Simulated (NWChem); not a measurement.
# Si₂Cl₅, doublet; SMILES Cl[Si](Cl)(Cl)[Si](Cl)Cl

```xyz
7

Cl    -1.6880     2.2370    -0.0474
Si     0.0000     1.3182     0.7128
Cl     1.6885     2.2363    -0.0471
Si    -0.0001    -0.9257     0.0067
Cl     0.0090    -1.1239    -2.0352
Cl     1.6682    -1.8386     0.7761
Cl    -1.6776    -1.8341     0.7611
```
Atoms are numbered in this order, from 1.

Program: NWChem. Spin-unrestricted. Geometry: optimised at PBE0/def2-SVP, spin-unrestricted. No stability test was run on the SCF state. Level PBE/def2-SVP: energy and gradient on several grids; changes count from the extra-fine grid, which is no exact limit either.

```
grid     size of the energy change (μHa)  largest change of a gradient component (μHa/bohr)  time, medium = 1 (rough)
-------  -------------------------------  -------------------------------------------------  ------------------------
xcoarse                              400                                                 60                   about 1
coarse                              < 10                                               < 30                   about 1
medium                              < 10                                               < 30                   about 1
fine                                < 10                                               < 30                   about 1
xfine                               < 10                                               < 30                         2
```
